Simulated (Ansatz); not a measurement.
Job for Ansatz (a quantum-chemistry and plane-wave program): U-B3LYP/def2-TZVPP on FIPb (SMILES [F][Pb][I]), a point of a bond scan (R = 3.825 Å). Elements past Kr take the def2 small-core potentials; no spin–orbit coupling.

Ansatz 0.2 input:
```yaml
crystal:
  periodic: [false, false, false]
  atoms:
    - {symbol: Pb, position_ang: [0.54632348, -0.46465695, 0.74031944]}
    - {symbol: F, position_ang: [1.67669223, -1.49135570, -0.64500339]}
    - {symbol: I, position_ang: [-1.71668152, 1.47503551, -1.65753768]}
basis:
  gaussian:
    orbitals: def2-TZVPP
hamiltonian:
  xc: {name: B3LYP}
magnetization: {spin_polarized: true, initial_magnetization: 0}
```

Output:

```
WARN ansatz: RAYON_NUM_THREADS=1 ignored (pool sized by the plan → 1); use --threads N
Functional definition: B3LYP
integrals: 0.05 GiB planned
997 factors; their error is unknown
mean field: 0.65 GiB planned
mean field evaluation 1: about -16067.7657 eV, gradient 3.5e1 eV
mean field evaluation 2: about -15984.1645 eV, gradient 1.1e2 eV
mean field evaluation 4: about -16069.0606 eV, gradient 2.2e1 eV
mean field evaluation 8: about -16073.2344 eV, gradient 1.3e-1 eV
mean field evaluation 16: about -16073.5075 eV, gradient 1.5e-3 eV
mean field evaluation 32: about -16071.8536 eV, gradient 1.4e-1 eV
mean field evaluation 64: about -16073.1550 eV, gradient 2.0e0 eV
mean field -16073.50747559 eV, -590.6905047133 hartree, gradient 3.1e-5 eV, S^2 0.000000; 8 other end points of the search recorded, 0 dependent functions left out
reference -16073.50770510 eV, -590.6905131476 hartree; 28, 28 occupied and 103, 103 virtual orbitals, 997 factors
Total energy: -16073.50770510 eV, -590.6905131476 hartree
```

The calculation finished and met its thresholds.

Cost: roughly 28 core-seconds.
